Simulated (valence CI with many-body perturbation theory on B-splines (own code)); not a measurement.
## Hg74+: key properties

Method: relativistic CI+MBPT: four valence electrons over a frozen Dirac-Fock core [He], a basis of 11 s, 11 p, 9 d, 7 f, 5 g, 2 h, 1 i functions for each j, with the one-electron correlation potential Σ1, the two-electron term Σ2, the three-electron term Σ3, Breit, model QED; selected CI, second order for the rest (own B-spline code, finite nucleus).

No measured spectrum was set against this ion. As an estimate, large intervals hold to a few tenths of a per cent, small ones and those within an open d or f shell to about a per cent. Among the levels kept, up to 300 cm⁻¹ of a level comes from second order outside the variational space, and about a tenth of that is noise between levels of different J, which matters for small intervals.

Levels are named by their leading jj configuration (3d3/2^4 stands for four electrons in 3d with j = 3/2), which in mixed levels can hold well under half, so a name can repeat and another be missing.

Rates and lifetimes use the calculated energies. Strong lines usually hold to 10 to 20 %, long lifetimes can be off by a factor of two.

Q: What is the ground level?

A: (2s^2 2p1/2^2) J=0, composition 68 % 2s2.2p2 3P + 32 % 2s2.2p2 1S.

Q: What is the ionisation energy?

A: 22124 eV; NIST lists 22120 ± 90 eV (theoretical).

Q: Where does the other parity begin?

A: At (2s 2p1/2^2 2p3/2) J=2, 2378 eV.

Q: What are the static dipole polarisabilities of the lowest levels?

A: (2s^2 2p1/2^2) J=0 4.70e-05 bohr³, of which the core gives 1.49e-07.

Q: Among levels below 15931 eV, which E1 lines absorb most strongly from the ground level?

A: to (2s^2 2p1/2 3d3/2) J=1 at 0.09280 nm, f = 1.06; to (2s 2p1/2^2 2p3/2) J=1 at 0.5008 nm, f = 0.307; to (2s 2p1/2^2 3p1/2) J=1 at 0.09566 nm, f = 0.307.

Q: Name the longest-lived excited levels whose lifetime is computed, and their main decay.

A: (2s^2 2p1/2 2p3/2) J=2 at 2051 eV lives 2.66 ns, mostly by E2 to (2s^2 2p1/2^2) J=0; (2s 2p1/2^2 2p3/2) J=2 at 2378 eV lives 24.3 ps, mostly by E1 to (2s^2 2p1/2 2p3/2) J=1; (2s^2 2p1/2 2p3/2) J=1 at 2033 eV lives 19.8 ps, mostly by M1 to (2s^2 2p1/2^2) J=0.

Q: How well does LS coupling describe the low levels?

A: Among the lowest 20 levels the leading LS term, summed over configurations, holds 67 % on average. For single configurations the figures are 67 % in LS and 100 % in jj coupling. Terms mix most in the J = 1 level at 2476 eV, where the leading one holds 31 %.
